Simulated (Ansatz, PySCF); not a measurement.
Zn(SH)(SMe) (CH4S2Zn), SMILES C[S][Zn][SH]. Atoms are numbered in the order given.

```xyz
8

Zn    -0.1236     0.7527     0.2768
S     -1.6139     2.3324     0.4293
H     -2.6373     1.4482     0.4631
S      1.3711    -0.8166     0.1255
C      1.5356    -0.9544    -1.6918
H      0.5959    -1.2588    -2.1734
H      2.2825    -1.7387    -1.8781
H      1.8989    -0.0235    -2.1486
```

The structure is a stationary point at PBE0-D3(BJ)/def2-SVP. The structure was generated by enumeration; whether it is a known compound was not checked. Other conformers were not sampled.

Two levels are set side by side: PBE-D3(BJ)/def2-SVP (Ansatz, a quantum-chemistry and plane-wave program) and PBE0-D3(BJ)/def2-SVP (Ansatz). Each level has its own optimised geometry; the coordinates shown are those of the second. Frequencies come from the Hessian of PySCF at each geometry. Differences are taken from unrounded values.

```json
[
 {"quantity": "mean bond length (Å)", "PBE0-D3(BJ)": "1.547", "PBE-D3(BJ)": "1.556", "PBE-D3(BJ) minus PBE0-D3(BJ)": "0.009"},
 {"quantity": "bond Zn1–S2 (Å)", "PBE0-D3(BJ)": "2.177", "PBE-D3(BJ)": "2.184", "PBE-D3(BJ) minus PBE0-D3(BJ)": "0.007"},
 {"quantity": "bond Zn1–S4 (Å)", "PBE0-D3(BJ)": "2.172", "PBE-D3(BJ)": "2.179", "PBE-D3(BJ) minus PBE0-D3(BJ)": "0.006"},
 {"quantity": "bond S4–C5 (Å)", "PBE0-D3(BJ)": "1.830", "PBE-D3(BJ)": "1.846", "PBE-D3(BJ) minus PBE0-D3(BJ)": "0.016"},
 {"quantity": "bond S2–H3 (Å)", "PBE0-D3(BJ)": "1.353", "PBE-D3(BJ)": "1.365", "PBE-D3(BJ) minus PBE0-D3(BJ)": "0.012"},
 {"quantity": "bond C5–H6 (Å)", "PBE0-D3(BJ)": "1.099", "PBE-D3(BJ)": "1.107", "PBE-D3(BJ) minus PBE0-D3(BJ)": "0.008"},
 {"quantity": "bond C5–H7 (Å)", "PBE0-D3(BJ)": "1.099", "PBE-D3(BJ)": "1.107", "PBE-D3(BJ) minus PBE0-D3(BJ)": "0.008"},
 {"quantity": "bond C5–H8 (Å)", "PBE0-D3(BJ)": "1.099", "PBE-D3(BJ)": "1.107", "PBE-D3(BJ) minus PBE0-D3(BJ)": "0.008"},
 {"quantity": "highest harmonic wavenumber (cm⁻¹)", "PBE0-D3(BJ)": "3178", "PBE-D3(BJ)": "3086", "PBE-D3(BJ) minus PBE0-D3(BJ)": "-93"},
 {"quantity": "mean harmonic wavenumber (cm⁻¹)", "PBE0-D3(BJ)": "1166", "PBE-D3(BJ)": "1128", "PBE-D3(BJ) minus PBE0-D3(BJ)": "-38"},
 {"quantity": "zero-point energy (kcal/mol)", "PBE0-D3(BJ)": "30.01", "PBE-D3(BJ)": "29.03", "PBE-D3(BJ) minus PBE0-D3(BJ)": "-0.98"}
]
```

GGA bonds tend to be longer and softer than those of functionals with exact exchange. Differences between two approximate levels are no errors against the true value.
